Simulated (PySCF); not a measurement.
C3H7BFN.

```xyz
13

F      1.6560     1.0653     0.9625
B      0.6431     0.4372     0.3566
C     -0.6082     1.0811    -0.3618
C     -1.5173    -0.1485    -0.5198
C     -0.5846    -1.3697    -0.5536
N      0.5651    -0.9547     0.2294
H     -1.0864     1.9148     0.1731
H     -0.2872     1.4799    -1.3422
H     -2.1760    -0.1141    -1.4011
H     -2.1696    -0.2286     0.3651
H     -0.2929    -1.6175    -1.5931
H     -1.0684    -2.2687    -0.1357
H      1.2660    -1.6336     0.4945
```

Coordinates come from a PBE0-D3(BJ)/def2-SVP optimisation. This is a generated structure with no PubChem entry under its InChIKey; it may be hypothetical. Other conformers were not sampled.

Computed with PBE/pcSseg-1 (PySCF). Non-relativistic, no solvent.

### Question
Give the absolute GIAO shielding of each atom: isotropic value and principal components (ppm). (An estimate is asked for; the answer gives what the named calculation found.)

### Answer

| atom | σ(iso) | σ11 | σ22 | σ33 | span |
|---|---|---|---|---|---|
| F1 | 281.5 | 130.6 | 257.4 | 456.6 | 325.9 |
| B2 | 60.4 | 42.9 | 66.7 | 71.5 | 28.5 |
| C3 | 167.9 | 158.9 | 167.2 | 177.8 | 18.9 |
| C4 | 151.7 | 130.1 | 159.4 | 165.4 | 35.3 |
| C5 | 131.6 | 110.9 | 126.2 | 157.6 | 46.7 |
| N6 | 156.4 | 72.7 | 174.5 | 222.0 | 149.3 |
| H7 | 30.4 | 26.4 | 28.2 | 36.7 | 10.4 |
| H8 | 30.4 | 26.6 | 28.0 | 36.7 | 10.1 |
| H9 | 29.4 | 25.3 | 27.3 | 35.5 | 10.2 |
| H10 | 29.4 | 24.5 | 28.1 | 35.6 | 11.1 |
| H11 | 27.9 | 23.5 | 26.4 | 33.9 | 10.4 |
| H12 | 28.1 | 24.2 | 26.4 | 33.8 | 9.6 |
| H13 | 28.3 | 22.9 | 25.7 | 36.4 | 13.5 |
